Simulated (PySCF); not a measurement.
# r2SCAN on Fe (iron, neutral)

Configuration: [Ar] 3d6 4s2, high-spin 5D determinant. Computed with PySCF 2.14 in ANO-RCC-VTZP, with scalar relativity by spin-free X2C-1e.

```json
{
 "Total energy": "-1272.586 hartree",
 "One-electron energy": "-1756.928 hartree",
 "Hartree (Coulomb) energy": "540.534 hartree",
 "Exchange-correlation energy": "-56.191 hartree",
 "⟨S²⟩": "6.0216",
 "⟨L²⟩": "7.885",
 "Sum of ⟨r⟩": "21.39 bohr",
 "Sum of ⟨r²⟩": "37.79 bohr²",
 "Traceless quadrupole moment −½Σ⟨3z² − r²⟩ along its main axis": "1.97 e·bohr²",
 "Langevin diamagnetic susceptibility": "-29.9 ×10⁻⁶ cm³/mol",
 "Time after the integrals": "of the order of 8 core-seconds"
}
```

| shell | electrons | mean orbital energy (hartree) | spread (hartree) | rms radius, mean of both spins (bohr) |
| --- | --- | --- | --- | --- |
| 1s α | 1 | -257.80864 | 0 | 0.0675 |
| 1s β | 1 | -257.80787 | 0 | 0.0675 |
| 2s α | 1 | -30.39249 | 0 | 0.289 |
| 2s β | 1 | -30.31335 | 0 | 0.289 |
| 2p α | 3 | -25.82764 | 0.01779 | 0.261 |
| 2p β | 3 | -25.76658 | 0.00581 | 0.261 |
| 3s α | 1 | -3.58446 | 0 | 0.873 |
| 3s β | 1 | -3.38537 | 0 | 0.873 |
| 3p α | 3 | -2.28826 | 0.04268 | 0.936 |
| 3p β | 3 | -2.09304 | 0.01945 | 0.936 |
| 3d α | 5 | -0.29116 | 0.06338 | 1.37 |
| 4s α | 1 | -0.20373 | 0 | 3.10 |
| 3d β | 1 | -0.17264 | 0 | 1.37 |
| 4s β | 1 | -0.16737 | 0 | 3.10 |

⟨L²⟩ = 7.88 against 6 for a pure D term, so this real determinant mixes terms. The s, p, d and f populations moved away from the nominal configuration during the SCF.

Densities and radii are taken from the X2C orbitals without a picture-change correction, which distorts them close to the nucleus.
